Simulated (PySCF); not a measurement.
This PySCF input asks for the NMR shieldings of `InChI=1S/C7H9BClF/c9-7-4-1-2-8-6(7)5(10)3-4/h1-2,4-8H,3H2/t4-,5-,6+,7-/m1/s1`; the geometry comes from GFN2-xTB.

```python
import basis_set_exchange as bse
import numpy as np
from pyscf import gto, dft
from pyscf.prop import nmr

atoms = """
F    -2.566427    0.985723   -0.234358
C    -1.346884    0.492841   -0.667147
C    -1.202531   -0.968350   -0.217025
C    -0.003540   -0.981703    0.759356
C     1.265583   -1.198722   -0.009619
C     1.800776   -0.234323   -0.771625
B     1.107395    1.133744   -0.867576
C    -0.204966    1.262866    0.025609
C    -0.057825    0.445032    1.310057
Cl    1.385252    0.887149    2.250954
H    -1.357078    0.620348   -1.753458
H    -1.042619   -1.640294   -1.058040
H    -2.116427   -1.266111    0.296703
H    -0.119174   -1.738322    1.536429
H     1.709439   -2.183509    0.064407
H     2.715947   -0.460773   -1.303920
H     1.461554    1.993188   -1.575126
H    -0.526651    2.285477    0.227430
H    -0.911627    0.574988    1.979487
"""
names = dict.fromkeys(["F", "C", "B", "Cl", "H"], "pcSseg-1")
basis = {el: gto.basis.parse(bse.get_basis(n, elements=[el], fmt="nwchem")) for el, n in names.items()}
mol = gto.M(atom=atoms, basis=basis, charge=0, verbose=0)
mf = dft.RKS(mol, xc="PBE0")
mf.grids.level = 2
mf.grids.alignment = dft.numint.BLKSIZE   # the property module wants whole blocks of grid points
mf.conv_tol = 1e-9
mf.kernel()

calc = nmr.RKS(mf)   # GIAO
C = mf.mo_coeff
Co = C[:, mf.mo_occ > 0]
resp = mf.gen_response(singlet=True, hermi=2)
def vind(x):   # induced exchange potential for any number of trial vectors
    d = np.einsum("pi,xij,qj->xpq", C, 2 * x.reshape(-1, C.shape[1], Co.shape[1]), Co, optimize=True)
    return np.einsum("xpq,pi,qj->xij", resp(d - d.transpose(0, 2, 1)), C, Co, optimize=True).ravel()
mo1, _ = nmr.rhf.solve_mo1(calc, with_cphf=vind)
sigma = calc.kernel(mo1)
for i, s in enumerate(sigma):   # ppm
    w = np.linalg.eigvalsh((s + s.T) / 2)
    print("%2d %-2s iso %8.1f  s11 %8.1f  s22 %8.1f  s33 %8.1f" % (i, mol.atom_pure_symbol(i), w.mean(), *w))
```

Task: What does it print?

Result: 
```
 0 F  iso    375.7  s11    325.6  s22    364.4  s33    437.0
 1 C  iso     94.6  s11     59.0  s22     84.1  s33    140.8
 2 C  iso    147.3  s11    133.9  s22    144.9  s33    163.2
 3 C  iso    136.8  s11    115.8  s22    135.4  s33    159.0
 4 C  iso      7.7  s11   -127.0  s22     -2.6  s33    152.7
 5 C  iso     47.1  s11    -78.0  s22     35.0  s33    184.3
 6 B  iso     30.9  s11    -26.3  s22     -7.4  s33    126.5
 7 C  iso    131.0  s11    108.9  s22    114.5  s33    169.4
 8 C  iso    112.7  s11     86.6  s22    115.9  s33    135.7
 9 Cl iso    832.3  s11    716.1  s22    741.5  s33   1039.2
10 H  iso     26.8  s11     23.4  s22     26.9  s33     30.2
11 H  iso     29.6  s11     25.3  s22     27.8  s33     35.5
12 H  iso     29.4  s11     25.4  s22     27.8  s33     35.1
13 H  iso     28.6  s11     25.6  s22     26.3  s33     34.1
14 H  iso     23.9  s11     21.1  s22     23.4  s33     27.1
15 H  iso     24.8  s11     22.6  s22     24.6  s33     27.1
16 H  iso     24.6  s11     20.5  s22     26.4  s33     26.9
17 H  iso     28.5  s11     25.3  s22     27.0  s33     33.1
18 H  iso     27.0  s11     21.9  s22     28.5  s33     30.6
```

These numbers come from an equivalent density-fitted implementation of the same equations, which agrees with the script to about 0.01 ppm for H and up to a few tenths of a ppm for heavy atoms, so last digits may differ.

Size and cost of the density-fitted run: 222 basis functions, 88 s wall time on 1 thread of an Arm Neoverse N1, shared host; peak memory 1.1 GiB.
